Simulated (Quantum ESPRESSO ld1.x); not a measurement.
Values are calculated unless marked as measured or tabulated.
Question: Coherent X-ray form factor from a spherical all-electron density. Level of theory: non-relativistic Kohn-Sham, LDA (Slater exchange, Gunnarsson-Lundqvist correlation), spin-unpolarised, spherical densities, point nucleus (ld1.x of Quantum ESPRESSO 7.5).

sin(theta)/lambda (1/angstrom)  f0 (electrons)
0.05                                     3.945
0.1                                      3.788
0.15                                     3.552
0.2                                      3.268
0.25                                     2.967
0.3                                      2.677
0.4                                      2.193
0.5                                      1.866
0.6                                      1.663
0.8                                      1.439
1                                        1.273
1.25                                     1.061
1.5                                      0.857
2                                        0.534

The species is in the configuration that NIST lists as its ground one. Which atom or ion scatters so?

Answer: The nitrogen ion N3+, [He] 2s2. Extrapolating in s^2 from the first two rows gives f0(0) = 4.0, near the electron count 4; among species with that count, the fall with angle is slower the higher Z, and the table is that of Z = 7; from so few rows the species is fixed only to a neighbour or two.
